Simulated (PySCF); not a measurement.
Fill in the blanks.

Species: C₄H₅NOS.
Cartesian coordinates in Å at the GFN2-xTB level; atoms count from 1:
```
atom  x, y, z in Å
O1    -2.3385   -0.5378   -0.2251
C2    -1.4864    0.2510    0.5743
C3    -0.0406    0.0315    0.2626
C4     0.7478    0.7315   -0.6034
N5     2.0147    0.2811   -0.7386
C6     2.2270   -0.7490   -0.0069
S7     0.8706   -1.2785    0.9368
H8    -2.1774   -0.3379   -1.1543
H9    -1.7177    1.3198    0.4513
H10   -1.7041   -0.0407    1.6043
H11    0.4428    1.5973   -1.1637
H12    3.1630   -1.2688    0.0367
```

```csv
property,level,value
point group of the GFN2-xTB geometry,GFN2-xTB,C1
"rotational constants A, B, C of the GFN2-xTB geometry",GFN2-xTB,"4.604, 1.740, 1.377 GHz"
dipole moment,CAM-B3LYP/def2-SVPD,?
HOMO energy,CAM-B3LYP/def2-SVPD,?
LUMO energy,CAM-B3LYP/def2-SVPD,?
lowest singlet excitation,TDDFT CAM-B3LYP/def2-SVPD,?
strongest line among the 8 lowest singlet transitions,TDDFT CAM-B3LYP/def2-SVPD,"S2 at 5.71 eV (217 nm, f = 0.137)"
lowest triplet excitation (Tamm–Dancoff),TDA CAM-B3LYP/def2-SVPD,?
static isotropic polarisability,CAM-B3LYP/def2-SVPD,73.5 au
electronic spatial extent ⟨r²⟩ about the centre of nuclear charge,CAM-B3LYP/def2-SVPD,858 bohr²
```

Electronic properties: PySCF, gas phase, density fitting.

Problem. Give the lowest triplet excitation (Tamm–Dancoff).

Solution. 3.82 eV.

Problem. What is the dipole moment?

Solution. 0.57 D.

Problem. The LUMO energy?

Solution. -0.01 eV.

Problem. Give the lowest singlet excitation.

Solution. 5.40 eV (230 nm, f = 0.001).

Problem. What is the HOMO energy?

Solution. -8.71 eV.

The rotational constants make it an asymmetric top with κ = (2B − A − C)/(A − C) = -0.77, nearer the prolate limit (−1). The dipole matches unit charges of opposite sign 0.12 Å apart (1 e·Å = 4.8032 D). The principal polarisabilities are 53.6, 79.0 and 88.0 au; their mean is the isotropic value. The polarisability is 10.90 Å³ as a volume (1 au = 0.148185 Å³), or 1.23 au for each of the 60 electrons.

One conformer stands for the species.
